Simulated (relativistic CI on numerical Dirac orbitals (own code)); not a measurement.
# Cs XXVIII: sensitivity of the levels to the model

Base calculation: Dirac-Coulomb-Breit CI, KLI orbitals optimised for each configuration, a model potential for QED, unscaled Slater integrals.

Configuration list (outside the closed core [Ne]): 3s2 3p6 3d10, 3s2 3p6 3d9 4s, 3s2 3p6 3d9 4p, 3s2 3p6 3d9 4d, 3s2 3p6 3d9 4f, 3s2 3p5 3d10 4s, 3s2 3p6 3d8 4s2, 3s2 3p5 3d10 4p, 3s2 3p6 3d8 4s 4p, 3s2 3p6 3d9 5s, 3s2 3p6 3d8 4p2, 3s2 3p6 3d9 5p, 3s2 3p5 3d10 4d, 3s2 3p6 3d8 4s 4d, 3s 3p6 3d10 4s, 3s2 3p6 3d9 5d, 3s2 3p6 3d8 4p 4d, 3s2 3p5 3d9 4s2, 3s 3p6 3d10 4p, 3s2 3p6 3d9 5f, 3s2 3p5 3d10 4f, 3s2 3p6 3d9 5g, 3s2 3p6 3d8 4d2, 3s2 3p5 3d9 4s 4p, 3s2 3p6 3d9 6s, 3s2 3p6 3d9 6p, 3s 3p6 3d10 4d, 3s2 3p5 3d9 4p2, 3s2 3p6 3d9 6d, 3s2 3p5 3d9 4s 4d, 3s 3p6 3d9 4s2, 3s2 3p5 3d10 5s, 3s2 3p5 3d9 4p 4d, 3s2 3p5 3d10 5p, 3s 3p6 3d9 4s 4p, 3s 3p6 3d10 4f. Levels of other configurations are missing.

The lowest level and the first level of each name with at least 55 % of one term (blank where a level has no safe partner in the second run):

| Level | Base (eV) | Shift (eV) |
| --- | --- | --- |
| 3s2 3p6 3d10 1S_0 | 0.000 | 0.000 |
| 3s2 3p6 3d9 4s 3D_3 | 630.015 | -0.432 |
| 3s2 3p6 3d9 4s 3D_1 | 644.866 | -0.476 |
| 3s2 3p6 3d9 4p 3P°_2 | 684.760 | -0.044 |
| 3s2 3p6 3d9 4p 3F°_2 | 699.852 | -0.086 |
| 3s2 3p6 3d9 4p 3F°_4 | 705.576 | -0.079 |
| 3s2 3p6 3d9 4p 1D°_2 | 707.152 | -0.079 |
| 3s2 3p6 3d9 4p 1P°_1 | 707.715 | -0.081 |
| 3s2 3p6 3d9 4p 3D°_3 | 708.832 | -0.079 |
| 3s2 3p6 3d9 4p 3P°_0 | 718.132 | -0.122 |
| 3s2 3p6 3d9 4p 3D°_2 | 723.191 | -0.122 |
| 3s2 3p6 3d9 4d 3S_1 | 790.799 | -0.029 |
| 3s2 3p6 3d9 4d 3G_5 | 798.069 | -0.039 |
| 3s2 3p6 3d9 4d 3F_4 | 801.537 | -0.039 |
| 3s2 3p6 3d9 4d 3P_0 | 804.092 | -0.053 |
| 3s2 3p6 3d9 4d 3G_3 | 809.311 | -0.069 |
| 3s2 3p6 3d9 4d 3F_2 | 812.756 | -0.069 |
| 3s2 3p6 3d9 4d 1S_0 | 841.033 | -0.052 |
| 3s2 3p6 3d9 4f 3P°_0 | 888.096 | -0.036 |
| 3s2 3p6 3d9 4f 3P°_1 | 889.279 | -0.039 |
| 3s2 3p6 3d9 4f 3P°_2 | 891.199 | -0.045 |
| 3s2 3p6 3d9 4f 3H°_6 | 892.114 | -0.041 |

At this charge energies of transitions that change n are usually good to better than 1 %, and those within a shell (Δn = 0) to a few per cent.

Question: One thing was changed in a second run, which moved the levels as shown. Which?
A. one mean potential for all configurations
B. configuration mixing switched off
C. Breit term removed
D. P86 correlation estimate
E. QED terms removed

Answer: E. QED terms removed. QED shifts follow the density of s (and p1/2) electrons at the nucleus, so configurations move by their count of such electrons; where none moves, the smaller shifts of p3/2 electrons and of j = l + 1/2 against j = l − 1/2 set the pattern.

LS names give the leading component of a level, which can be under half, so a name can repeat, a term be missing and a line seem to break the LS rules.
